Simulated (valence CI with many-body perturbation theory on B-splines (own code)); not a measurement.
## Tm XXX: calculated level list

Calculated by relativistic CI+MBPT: four valence electrons over a frozen Dirac-Fock core [Kr], a basis of 9 s, 9 p, 10 d, 8 f, 5 g, 3 h, 1 i functions for each j, with the one-electron correlation potential Σ1, the two-electron term Σ2, the three-electron term Σ3, Breit, model QED; selected CI, second order for the rest (own B-spline code, finite nucleus).

No measured spectrum was set against this ion. As an estimate, large intervals hold to a few tenths of a per cent, small ones and those within an open d or f shell to about a per cent. Only levels of the ground parity were solved; by the run's estimate the other parity begins above the list, which can be wrong where configurations are misplaced.

Levels 1 to 34 of 34, with energies above the lowest level, (4d3/2^4) J=0. "Leading %" is the weight of the configuration and term that name the level; weights of strongly mixed levels are sums over their largest components and can fall short. In the jj column 3d3/2^4 stands for four electrons in 3d with j = 3/2. Lifetimes count E1, E2, E3, M1 and M2 decay at the calculated energies, and are blank where another channel may lead or the interval is too uncertain; long ones can be off by a factor of two.

```tsv
No.	Configuration	Term	J	E (cm⁻¹)	Leading %	Lifetime	Second component	g	Leading jj
1	4d⁴	³P	0	0	55		34 % 4d⁴ ⁵D		4d3/2^4 (96 %)
2	4d⁴	⁵D	1	72193	66	94.1 μs	34 % 4d⁴ ³P	1.497	4d3/2^3 4d5/2 (96 %)
3	4d⁴	⁵D	2	104540	57	1.10 ms	12 % 4d⁴ ³D	1.311	4d3/2^3 4d5/2 (78 %)
4	4d⁴	³F	4	107430	30		22 % 4d⁴ ³H	1.102	4d3/2^3 4d5/2 (96 %)
5	4d⁴	⁵D	3	116010	35	26.4 ms	26 % 4d⁴ ³F	1.210	4d3/2^3 4d5/2 (82 %)
6	4d⁴	⁵D	0	171010	61	25.9 μs	20 % 4d⁴ ¹S		4d3/2^2 4d5/2^2 (94 %)
7	4d⁴	⁵D	4	178600	41	89.2 μs	40 % 4d⁴ ³H	1.159	4d3/2^2 4d5/2^2 (93 %)
8	4d⁴	⁵D	2	179360	32	43.7 μs	28 % 4d⁴ ³F	1.131	4d3/2^2 4d5/2^2 (82 %)
9	4d⁴	³G	3	183530	43	81.8 μs	42 % 4d⁴ ⁵D	1.107	4d3/2^2 4d5/2^2 (82 %)
10	4d⁴	³H	5	196710	69	153 μs	31 % 4d⁴ ³G	1.082	4d3/2^2 4d5/2^2 (99 %)
11	4d⁴	³P	1	203970	49	59.2 μs	33 % 4d⁴ ³D	1.163	4d3/2^2 4d5/2^2 (90 %)
12	4d⁴	³H	6	206250	53	127 ms	47 % 4d⁴ ¹I	1.085	4d3/2^2 4d5/2^2 (98 %)
13	4d⁴	³G	4	217670	59	336 μs	35 % 4d⁴ ¹G	1.032	4d3/2^2 4d5/2^2 (96 %)
14	4d⁴	³F	3	218310	43	98.9 μs	30 % 4d⁴ ³D	1.115	4d3/2^2 4d5/2^2 (92 %)
15	4d⁴	³D	2	220730	36	247 μs	30 % 4d⁴ ³F	1.106	4d3/2^2 4d5/2^2 (94 %)
16	4d⁴	³F	2	253990	43	39.1 μs	30 % 4d⁴ ³P	1.012	4d3/2^2 4d5/2^2 (89 %)
17	4d⁴	³F	4	259320	55	74.3 μs	22 % 4d⁴ ⁵D	1.230	4d3/2^2 4d5/2^2 (64 %)
18	4d⁴	³F	3	283550	47	27.1 μs	21 % 4d⁴ ⁵D	1.150	4d3/2 4d5/2^3 (93 %)
19	4d⁴	¹G	4	286890	34	37.8 μs	29 % 4d⁴ ³F	1.109	4d3/2 4d5/2^3 (63 %)
20	4d⁴	³P	2	292230	47	314 μs	27 % 4d⁴ ¹D	1.235	4d3/2^2 4d5/2^2 (82 %)
21	4d⁴	³D	1	296850	61	20.3 μs	24 % 4d⁴ ³P	0.887	4d3/2 4d5/2^3 (93 %)
22	4d⁴	³G	5	298330	69	57.9 μs	31 % 4d⁴ ³H	1.145	4d3/2 4d5/2^3 (99 %)
23	4d⁴	¹I	6	302460	53	64.0 μs	47 % 4d⁴ ³H	1.076	4d3/2 4d5/2^3 (98 %)
24	4d⁴	³P	0	313580	57		42 % 4d⁴ ¹S		4d3/2 4d5/2^3 (64 %)
25	4d⁴	³F	2	321730	54	29.7 μs	37 % 4d⁴ ³P	1.032	4d3/2 4d5/2^3 (83 %)
26	4d⁴	¹F	3	326380	38		34 % 4d⁴ ³D	1.089	4d3/2 4d5/2^3 (96 %)
27	4d⁴	¹S	0	359600	65		31 % 4d⁴ ³P		4d3/2^2 4d5/2^2 (54 %)
28	4d⁴	³F	3	362690	67		30 % 4d⁴ ¹F	1.062	4d3/2 4d5/2^3 (99 %)
29	4d⁴	³P	1	363090	92	32.2 μs	5 % 4d⁴ ³D	1.443	4d3/2 4d5/2^3 (97 %)
30	4d⁴	¹G	4	368490	74	33.8 μs	19 % 4d⁴ ³F	1.039	4d3/2 4d5/2^3 (91 %)
31	4d⁴	¹D	2	376030	64	41.1 μs	26 % 4d⁴ ³P	1.111	4d3/2 4d5/2^3 (68 %)
32	4d⁴	³F	4	404270	50	18.6 μs	21 % 4d⁴ ¹G	1.160	4d5/2^4 (92 %)
33	4d⁴	¹D	2	437560	49	18.2 μs	21 % 4d⁴ ³D	1.039	4d5/2^4 (75 %)
34	4d⁴	¹S	0	508440	61	12.2 μs	37 % 4d⁴ ³P		4d5/2^4 (78 %)
```

The ionisation energy to 4d³ ⁴F3/2 of the next ion comes out as 1111.4 eV (NIST: 1110 ± 4 eV (theoretical)). All 34 levels together are meant to be complete up to 528790 cm⁻¹.
